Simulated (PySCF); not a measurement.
SMILES CC([SiH2]F)(C)C (GFN2-xTB optimised geometry):

```
17

C      1.709    -0.372     0.000
C      0.179    -0.372     0.000
C     -0.316    -1.115     1.245
C     -0.316    -1.115    -1.245
Si    -0.486     1.422     0.000
F     -2.098     1.346     0.023
H      2.098     0.133     0.882
H      2.089    -1.393    -0.002
H      2.098     0.136    -0.880
H      0.040    -2.145     1.239
H      0.045    -0.637     2.154
H     -1.403    -1.132     1.277
H     -1.403    -1.133    -1.277
H      0.046    -0.638    -2.154
H      0.041    -2.145    -1.238
H     -0.137     2.145     1.214
H     -0.172     2.132    -1.231
```

Level of theory: B3LYP/def2-SVP (PySCF 2.14.0).

Problem. What are the frontier orbital energies and the dipole moment?

Solution. HOMO-2 -9.18 eV, HOMO-1 -9.10 eV, HOMO -7.79 eV, LUMO 0.58 eV, LUMO+1 1.18 eV; dipole moment 1.73 D.

Meta-Löwdin charges at B3LYP/def2-SVP: C1 -0.28, C2 -0.15, C3 -0.28, C4 -0.28, Si5 0.93, F6 -0.48, H7 0.09, H8 0.09, H9 0.09, H10 0.09, H11 0.09, H12 0.09, H13 0.09, H14 0.09, H15 0.09, H16 -0.13, H17 -0.13.
